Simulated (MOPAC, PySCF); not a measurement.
H$_{5}$BO$_{2}$Si, SMILES `OB(O)[SiH3]` (H–O–B–Si torsion -178°, Si–B–O–H torsion 178°), neutral singlet in the gas phase. 

Z-matrix (Å, degrees):
```
B
O 1 1.3632
H 2 0.9627 1 115.90
O 1 1.3634 2 124.07 3 -0.46
H 4 0.9627 1 115.98 2 0.49
Si 1 2.0329 2 118.17 3 178.45
H 6 1.4878 1 111.60 2 23.64
H 6 1.4883 7 108.61 1 -123.03
H 6 1.4907 7 107.84 8 -116.39
```
Charge 0, multiplicity 1.

All levels are single points at this geometry (PBE0-D4/def2-TZVP); Pople sets use spherical d functions. Orbital energies aren't observables, and empty levels follow the basis.

B3LYP/6-311+G** in PySCF gives HOMO (eV) = -8.23.

Estimate the HOMO (eV) from each of these levels: PBE-D3(BJ)/def2-TZVP in PySCF; PBE0-D4/def2-TZVP in PySCF; B3LYP/3-21G in PySCF; B3LYP/6-31G* in PySCF; M06-2X/6-31G* in PySCF; HF/3-21G in PySCF; PM3 in MOPAC; PM6 in MOPAC.


| level | HOMO (eV) |
|---|---|
| PBE-D3(BJ)/def2-TZVP in PySCF | -7.13 |
| PBE0-D4/def2-TZVP in PySCF | -8.38 |
| B3LYP/3-21G in PySCF | -7.89 |
| B3LYP/6-31G* in PySCF | -7.93 |
| M06-2X/6-31G* in PySCF | -9.30 |
| HF/3-21G in PySCF | -11.18 |
| PM3 in MOPAC | -11.53 |
| PM6 in MOPAC | -9.79 |
